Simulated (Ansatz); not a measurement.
Reaction (cleavage of the Si–Si bond): `CO[SiH](F)[SiH3]` + `[OH][GeH2][OH]` → `[OH][GeH2][O][SiH3]` + `CO[SiH2]F`

Isolated molecules relaxed with PBE0-D4/def2-TZVP in Ansatz; ΔE leaves out vibrations. CBS: MP2 limit from def2 TZ/QZ plus the TZ coupled-cluster correction, frozen cores. Functionals use def2-TZVPP. B3LYP here is the variant with VWN-RPA as its local correlation; programs differ in this. For Ge outer-core shells are correlated without core-valence functions, which leaves a few kJ/mol of doubt a bond. Scalar relativity is left out up to krypton. One conformer a species, not always the lowest.

CCSD(T)/CBS gives -27.3 kcal/mol.

(1) Another level gave -29.7 kcal/mol. Which?
A. B3LYP/def2-TZVPP
B. CCSD(T)/def2-TZVPP
C. MP2/def2-TZVPP
D. PBE/def2-TZVPP

Largest T1 diagnostic among the species: 0.012.

## Answers

(1) C. MP2/def2-TZVPP -29.7, CCSD(T)/def2-TZVPP -27.7, B3LYP -26.6, PBE -20.3 kcal/mol.

In def2-TZVPP, CCSD(T) changes the Hartree–Fock value by +6.1 kcal/mol (the triples alone add +0.8 kcal/mol) and MP2 by +4.1 kcal/mol. From PBE to PBE0 (25 % exact exchange), in def2-TZVPP and without D4, ΔE moves by −2.5 kcal/mol.
